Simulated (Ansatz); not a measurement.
`[CH3][Sc]([CH3])[F]` and `[CH3][Sc]([F])[Cl]` differ in one atom or group.

Ansatz, PBE0-D4/def2-TZVP geometries, multiplicity 1. 

Scalar relativity is left out up to krypton.

```json
{"property": "size of the dipole moment (PBE/def2-TZVPP) / D", "`[CH3][Sc]([CH3])[F]`": "0.84"}
{"property": "LUMO energy (B3LYP/def2-TZVPP) / eV", "`[CH3][Sc]([CH3])[F]`": "-2.47"}
{"property": "HOMO–LUMO gap (PBE0/def2-TZVPP) / eV", "`[CH3][Sc]([CH3])[F]`": "4.89"}
{"property": "HOMO energy (PBE/def2-TZVPP) / eV", "`[CH3][Sc]([CH3])[F]`": "-5.60"}
{"property": "HOMO–LUMO gap (ωB97M-V/def2-TZVPP) / eV", "`[CH3][Sc]([CH3])[F]`": "8.77"}
{"property": "size of the dipole moment (ωB97M-V/def2-TZVPP) / D", "`[CH3][Sc]([CH3])[F]`": "0.86"}
```

Question: Give the same properties after the change, and the shifts. (An estimate is asked.)

Answer: Ansatz gave: 
```json
{"property": "size of the dipole moment (PBE/def2-TZVPP) / D", "`[CH3][Sc]([F])[Cl]`": "1.27", "shift": "0.43"}
{"property": "LUMO energy (B3LYP/def2-TZVPP) / eV", "`[CH3][Sc]([F])[Cl]`": "-2.95", "shift": "-0.48"}
{"property": "HOMO–LUMO gap (PBE0/def2-TZVPP) / eV", "`[CH3][Sc]([F])[Cl]`": "5.12", "shift": "0.23"}
{"property": "HOMO energy (PBE/def2-TZVPP) / eV", "`[CH3][Sc]([F])[Cl]`": "-6.29", "shift": "-0.69"}
{"property": "HOMO–LUMO gap (ωB97M-V/def2-TZVPP) / eV", "`[CH3][Sc]([F])[Cl]`": "9.09", "shift": "0.32"}
{"property": "size of the dipole moment (ωB97M-V/def2-TZVPP) / D", "`[CH3][Sc]([F])[Cl]`": "1.26", "shift": "0.40"}
```

With PBE0 the HOMO falls by 0.72 eV and the LUMO falls by 0.49 eV, so the gap widens by about 0.23 eV. PBE moves the HOMO by -0.69 eV and ωB97M-V by -0.71 eV. Dipoles are sizes alone; their direction can turn.

B3LYP here is the variant with VWN-RPA as its local correlation; programs differ in this.
